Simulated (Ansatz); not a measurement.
`N=C(N)[SiH2]N` and `CC(=N)N` differ in one atom or group.

Ansatz, PBE0-D4/def2-TZVP geometries, multiplicity 1. Each molecule was computed in one conformer, which needn't be the lowest.

```csv
property,`N=C(N)[SiH2]N`
HOMO–LUMO gap (PBE0/def2-TZVPP) / eV,6.70
HOMO energy (PBE/def2-TZVPP) / eV,-5.46
LUMO energy (PBE/def2-TZVPP) / eV,-0.95
LUMO energy (ωB97M-V/def2-TZVPP) / eV,1.63
HOMO–LUMO gap (PBE/def2-TZVPP) / eV,4.51
size of the dipole moment (ωB97M-V/def2-TZVPP) / D,2.69
```

Q: Give the same properties after the change, and the shifts. (An estimate is asked.)

A: Computed: 
| property | `CC(=N)N` | shift |
| --- | --- | --- |
| HOMO–LUMO gap (PBE0/def2-TZVPP) / eV | 7.69 | 0.99 |
| HOMO energy (PBE/def2-TZVPP) / eV | -5.67 | -0.21 |
| LUMO energy (PBE/def2-TZVPP) / eV | -0.19 | 0.76 |
| LUMO energy (ωB97M-V/def2-TZVPP) / eV | 2.11 | 0.48 |
| HOMO–LUMO gap (PBE/def2-TZVPP) / eV | 5.48 | 0.97 |
| size of the dipole moment (ωB97M-V/def2-TZVPP) / D | 3.35 | 0.66 |

With PBE0 the HOMO falls by 0.21 eV and the LUMO rises by 0.77 eV, so the gap widens by about 0.98 eV. PBE moves the HOMO by -0.21 eV and ωB97M-V by -0.24 eV. Dipoles are sizes alone; their direction can turn.
